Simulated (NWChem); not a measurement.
System: Si$_{3}$H$_{7}$Cl; SMILES Cl[SiH]([SiH3])[SiH3]

Computed with NWChem. Pople sets run with spherical d functions. Coordinates come from a PBE0/def2-SVP optimisation.

Question: Predict the results for PBE0/6-31+G*. Quantities: highest occupied level (eV); orbital gap (eV); dipole (D).

Answer: 
- highest occupied level (eV) = -7.92
- orbital gap (eV) = 6.95
- dipole (D) = 1.84
